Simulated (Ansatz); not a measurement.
Steps of a relaxation of `CC[CH]([GaH2])CCl` with RKS PBE0-D4/def2-TZVP.

```sh
$ ansatz run in.yaml --threads 2 --pin off --events-out ev --progress --plain --max-ram 32768MiB --backend cuda --devices 0, --max-vram 18GiB
```

```yaml
crystal:
  periodic: [false, false, false]
  atoms:
    - {symbol: C, position_ang: [0.357870, -1.605680, 0.562660]}
    - {symbol: C, position_ang: [1.152880, -0.364160, 0.184360]}
    - {symbol: C, position_ang: [0.268650, 0.810340, -0.250580]}
    - {symbol: Ga, position_ang: [-0.864260, 0.195580, -1.863520]}
    - {symbol: C, position_ang: [-0.704340, 1.298420, 0.799560]}
    - {symbol: Cl, position_ang: [0.135860, 1.940550, 2.257180]}
    - {symbol: H, position_ang: [1.019520, -2.458110, 0.700560]}
    - {symbol: H, position_ang: [-0.198230, -1.455100, 1.485220]}
    - {symbol: H, position_ang: [-0.357340, -1.849960, -0.240180]}
    - {symbol: H, position_ang: [1.781150, -0.064440, 1.027100]}
    - {symbol: H, position_ang: [1.814380, -0.609210, -0.656630]}
    - {symbol: H, position_ang: [0.934210, 1.645670, -0.511490]}
    - {symbol: H, position_ang: [-2.387870, 0.606480, -2.044760]}
    - {symbol: H, position_ang: [-0.278020, -0.718840, -3.018710]}
    - {symbol: H, position_ang: [-1.363720, 0.504220, 1.156010]}
    - {symbol: H, position_ang: [-1.310730, 2.124250, 0.413220]}
basis:
  gaussian: {orbitals: def2-TZVP}
hamiltonian: {xc: pbe0, dispersion: d4}
relax: {f_tol: 0.005, max_steps: 150}
```

Positions (Å) and forces (eV/Å) along the path, 8 of 12 steps:

```xyz
16
step=1 energy=-69197.3984 eV
C     0.358   -1.606    0.563    0.110    0.295   -0.237
C     1.153   -0.364    0.184   -0.255    0.006   -0.241
C     0.269    0.810   -0.251   -0.292   -0.303   -0.213
Ga   -0.864    0.196   -1.864    0.272    0.245    0.154
C    -0.704    1.298    0.800    0.112    0.040   -0.315
Cl    0.136    1.941    2.257   -0.016    0.004    0.104
H     1.020   -2.458    0.701   -0.031   -0.158    0.009
H    -0.198   -1.455    1.485   -0.132   -0.041    0.089
H    -0.357   -1.850   -0.240    0.042   -0.164    0.148
H     1.781   -0.064    1.027    0.091    0.030    0.009
H     1.814   -0.609   -0.657    0.036    0.036    0.170
H     0.934    1.646   -0.511   -0.243   -0.054   -0.246
H    -2.388    0.606   -2.045    0.155    0.022    0.178
H    -0.278   -0.719   -3.019    0.103    0.079    0.206
H    -1.364    0.504    1.156   -0.004    0.112    0.017
H    -1.311    2.124    0.413    0.050   -0.150    0.168
16
step=4 energy=-69197.4843 eV
C     0.365   -1.625    0.568   -0.009   -0.028   -0.008
C     1.121   -0.371    0.158    0.004   -0.016    0.019
C     0.212    0.776   -0.279   -0.002   -0.003    0.055
Ga   -0.867    0.226   -1.864   -0.014    0.009   -0.015
C    -0.698    1.301    0.800   -0.026   -0.022   -0.031
Cl    0.192    1.910    2.250    0.021    0.009    0.011
H     1.049   -2.441    0.813   -0.013    0.024    0.008
H    -0.265   -1.453    1.444    0.009   -0.002   -0.013
H    -0.284   -1.990   -0.242    0.018    0.011    0.011
H     1.748   -0.041    0.994    0.001    0.001   -0.006
H     1.804   -0.612   -0.661   -0.005    0.000   -0.012
H     0.840    1.607   -0.630    0.008    0.006   -0.010
H    -2.370    0.666   -2.011   -0.013    0.000   -0.003
H    -0.177   -0.638   -2.980    0.015   -0.003   -0.009
H    -1.378    0.541    1.185    0.007    0.003    0.008
H    -1.294    2.145    0.454   -0.001    0.008   -0.004
16
step=5 energy=-69197.4676 eV rejected
C     0.357   -1.638    0.562    0.036    0.197    0.058
C     1.121   -0.396    0.153   -0.104    0.195   -0.144
C     0.206    0.765   -0.250    0.046    0.093   -0.380
Ga   -0.855    0.247   -1.865   -0.023   -0.056    0.034
C    -0.713    1.300    0.812    0.342   -0.034    0.204
Cl    0.203    1.995    2.220   -0.044   -0.009   -0.021
H     1.034   -2.422    0.884    0.110   -0.234    0.057
H    -0.311   -1.421    1.390   -0.140   -0.066    0.184
H    -0.247   -2.038   -0.258   -0.033   -0.031   -0.099
H     1.788   -0.077    0.959   -0.026   -0.012    0.111
H     1.768   -0.640   -0.696    0.018    0.051   -0.017
H     0.833    1.599   -0.613   -0.087   -0.115    0.092
H    -2.372    0.646   -2.004    0.011    0.014   -0.015
H    -0.134   -0.570   -3.000    0.000    0.028    0.011
H    -1.345    0.533    1.258   -0.080    0.023   -0.078
H    -1.334    2.117    0.448   -0.026   -0.044    0.005
16
step=6 energy=-69197.4852 eV
C     0.364   -1.631    0.570    0.002    0.006    0.003
C     1.116   -0.377    0.159   -0.014   -0.001   -0.008
C     0.206    0.771   -0.276   -0.007    0.004    0.001
Ga   -0.872    0.232   -1.869    0.039   -0.023   -0.012
C    -0.697    1.304    0.804    0.021   -0.004    0.004
Cl    0.210    1.925    2.241   -0.006    0.005   -0.004
H     1.051   -2.437    0.837    0.000   -0.004    0.004
H    -0.281   -1.455    1.435   -0.002   -0.001   -0.001
H    -0.268   -2.010   -0.245   -0.001   -0.001   -0.005
H     1.746   -0.045    0.991    0.002    0.005    0.002
H     1.796   -0.618   -0.664   -0.003    0.003   -0.003
H     0.835    1.599   -0.633   -0.001   -0.005   -0.001
H    -2.381    0.648   -2.015   -0.012    0.004    0.000
H    -0.157   -0.601   -2.996   -0.013    0.015    0.014
H    -1.372    0.547    1.203   -0.005   -0.002    0.002
H    -1.294    2.146    0.457   -0.001   -0.002    0.004
16
step=8 energy=-69197.4854 eV
C     0.360   -1.632    0.568    0.002    0.002    0.003
C     1.114   -0.378    0.159   -0.002    0.005   -0.002
C     0.206    0.771   -0.275    0.001    0.006   -0.007
Ga   -0.869    0.230   -1.867    0.004   -0.006    0.000
C    -0.694    1.306    0.806    0.004    0.002    0.005
Cl    0.215    1.936    2.237    0.000    0.000   -0.002
H     1.045   -2.437    0.842    0.000   -0.004    0.000
H    -0.290   -1.454    1.428   -0.002    0.000   -0.002
H    -0.267   -2.012   -0.250   -0.001   -0.002    0.000
H     1.744   -0.048    0.993    0.000   -0.001    0.001
H     1.794   -0.618   -0.664    0.001   -0.001    0.001
H     0.836    1.597   -0.635    0.003    0.000    0.005
H    -2.386    0.624   -2.005   -0.006    0.002   -0.001
H    -0.147   -0.581   -3.005    0.000    0.000   -0.001
H    -1.367    0.550    1.210   -0.001   -0.001    0.000
H    -1.294    2.146    0.458   -0.002   -0.001    0.000
16
step=9 energy=-69197.4854 eV
C     0.359   -1.632    0.567    0.001    0.002    0.000
C     1.114   -0.378    0.160   -0.001    0.001   -0.002
C     0.207    0.772   -0.275    0.002    0.004   -0.005
Ga   -0.869    0.228   -1.867   -0.001   -0.001    0.000
C    -0.693    1.307    0.806    0.000    0.001    0.003
Cl    0.218    1.939    2.236    0.000    0.001    0.001
H     1.043   -2.437    0.842    0.000   -0.002    0.000
H    -0.294   -1.455    1.425   -0.002    0.000    0.000
H    -0.266   -2.012   -0.253    0.000   -0.002    0.000
H     1.743   -0.048    0.995    0.000    0.000    0.000
H     1.795   -0.618   -0.662    0.000    0.000    0.001
H     0.837    1.596   -0.635    0.001   -0.001    0.003
H    -2.388    0.615   -2.001    0.000    0.000    0.001
H    -0.145   -0.575   -3.007    0.001   -0.002   -0.002
H    -1.365    0.551    1.211    0.000    0.000    0.001
H    -1.294    2.146    0.457   -0.001    0.000    0.000
16
step=11 energy=-69197.4854 eV
C     0.356   -1.633    0.563   -0.002    0.000   -0.002
C     1.113   -0.378    0.162    0.000   -0.003    0.002
C     0.208    0.773   -0.274    0.003   -0.002    0.002
Ga   -0.869    0.224   -1.864   -0.003    0.006   -0.002
C    -0.690    1.312    0.806   -0.004   -0.003   -0.002
Cl    0.222    1.947    2.233    0.000    0.001    0.002
H     1.038   -2.438    0.841   -0.001    0.002    0.000
H    -0.304   -1.457    1.416    0.002    0.001   -0.001
H    -0.263   -2.012   -0.263    0.001    0.000    0.000
H     1.738   -0.050    1.001   -0.001    0.000   -0.001
H     1.798   -0.616   -0.657   -0.001    0.001    0.000
H     0.841    1.596   -0.635   -0.002    0.000   -0.002
H    -2.394    0.594   -1.987    0.007   -0.003    0.001
H    -0.142   -0.567   -3.011   -0.002   -0.001    0.002
H    -1.362    0.556    1.213    0.001    0.000    0.002
H    -1.292    2.149    0.457    0.002    0.001    0.000
16
step=12 energy=-69197.4854 eV
C     0.356   -1.633    0.563   -0.001    0.000    0.000
C     1.113   -0.378    0.162    0.000   -0.001    0.001
C     0.208    0.773   -0.274    0.002    0.000    0.000
Ga   -0.869    0.225   -1.864   -0.002    0.001   -0.001
C    -0.691    1.311    0.806   -0.002   -0.001   -0.001
Cl    0.221    1.945    2.234    0.000    0.000    0.001
H     1.040   -2.438    0.841    0.000    0.001    0.000
H    -0.302   -1.457    1.417    0.000    0.000   -0.001
H    -0.263   -2.012   -0.261    0.001    0.000    0.000
H     1.739   -0.050    0.999    0.000    0.000    0.000
H     1.797   -0.616   -0.658    0.000    0.001    0.000
H     0.840    1.597   -0.634   -0.001    0.000    0.000
H    -2.392    0.600   -1.991    0.002   -0.001    0.000
H    -0.143   -0.571   -3.009    0.000    0.000    0.001
H    -1.362    0.555    1.213    0.000    0.000    0.001
H    -1.293    2.149    0.457    0.001    0.000    0.000
```

It took 67 s on 2 threads of an AMD EPYC 7R13 on a shared host and a share of an NVIDIA H100 80 GB, with 0.95 GiB of host memory at the peak.
